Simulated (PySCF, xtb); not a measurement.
C₂H₈OZr, SMILES [O]([ZrH3])CC, multiplicity 1.

GFN2-xTB (xtb) at its own geometry gives an orbital gap of 3.40 eV and a dipole moment of 2.06 D.

The structure is a stationary point at B3LYP-D3(BJ)/def2-SVP. The spin state was assumed, not searched. The def2 effective core potentials stand for the cores of Zr; spin–orbit coupling is left out. The values are those of a single conformer.

### Question
What does PBE0/def2-TZVP run with PySCF give? (Estimate from the structure and the level; the computed values follow.)

### Answer
gap 6.22 eV (levels -7.87 and -1.65 eV), dipole 2.37 D.
